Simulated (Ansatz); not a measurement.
Reaction (formal exchange of groups at the Si–N bond): `N[SiH](F)F` + `CO[SiH2]S` → `F[SiH](F)O[SiH2]S` + CH₃NH₂

Computed with Ansatz on PBE0-D4/def2-TZVP structures; ΔE is electronic, products minus reactants. CBS: MP2 limit from def2 TZ/QZ plus the TZ coupled-cluster correction, frozen cores. This one scheme is used for every species. DFT in def2-TZVPP. B3LYP here is the variant with VWN-RPA as its local correlation; programs differ in this. Each species was taken in one conformer, which may not be the lowest.

| level | ΔE (kJ/mol) | difference from CCSD(T)/CBS |
| --- | --- | --- |
| r2SCAN-D4 | -75.7 | 4.0 |
| ωB97M-V | -75.0 | 4.7 |
| PBE0 | -74.2 | 5.5 |
| B3LYP | -76.3 | 3.4 |
| MP2/def2-TZVPP | -79.8 | -0.1 |
| CCSD/def2-TZVPP | -80.9 | -1.2 |
| CCSD(T)/def2-TZVPP | -79.2 | 0.5 |
| MP2/def2-QZVPP | -80.8 | -1.1 |
| SCS-MP2/def2-QZVPP | -81.5 | -1.8 |
| CCSD/CBS(def2) | -81.4 | -1.7 |
| CCSD(T)/CBS | -79.7 | 0 |

Largest T1 diagnostic among the species: 0.012.

From PBE to PBE0 (25 % exact exchange), in def2-TZVPP and without D4, ΔE moves by −4.3 kJ/mol. In def2-TZVPP, CCSD(T) changes the Hartree–Fock value by +6.9 kJ/mol (the triples alone add +1.7 kJ/mol) and MP2 by +6.2 kJ/mol.
